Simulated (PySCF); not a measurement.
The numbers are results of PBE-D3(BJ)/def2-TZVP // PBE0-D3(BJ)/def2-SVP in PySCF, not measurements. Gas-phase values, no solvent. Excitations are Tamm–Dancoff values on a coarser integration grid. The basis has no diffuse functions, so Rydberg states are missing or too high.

Reference species (SMILES): `c1ccc(Cl)c2c1sc([SiH3])c2` (neutral, multiplicity 1).

```
Property               Result
-------------------  --------
LUMO                 -2.21 eV
S1 excitation (TDA)   4.02 eV
```

Changed species: `[SiH3]c1ccc(Cl)c2ccsc12`.

### Question
What does the change do to the LUMO and S1 excitation (TDA)?

### Answer
the LUMO rises by 0.08 eV, to -2.13 eV; the S1 excitation (TDA) increases by 0.12 eV, to 4.14 eV.
